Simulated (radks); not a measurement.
All-electron atom: Cr3+ in [Ar] 3d3 (the NIST ground configuration). All-electron calculation, non-relativistic Kohn-Sham, TPSS, spin-unpolarised, spherical densities, point nucleus; meta-GGA in the generalised Kohn-Sham scheme. Program: a radial shooting solver on a logarithmic mesh with Libxc functionals. Some entries of the table are withheld. Estimate them.

orbital  occ.  eigenvalue (eV)  <r> (bohr)
1s          2        -5886.935         (1)
2s          2              (2)         (3)
2p          6        -600.5972      0.2609
3s          2        -112.2052         (4)
3p          6              (5)      0.9407
3d          3              (6)       1.102

Answer. 
(1) 1s <r> (bohr): 0.06415
(2) 2s eigenvalue (eV): -701.1825
(3) 2s <r> (bohr): 0.2956
(4) 3s <r> (bohr): 0.8950
(5) 3p eigenvalue (eV): -83.8679
(6) 3d eigenvalue (eV): -39.1338
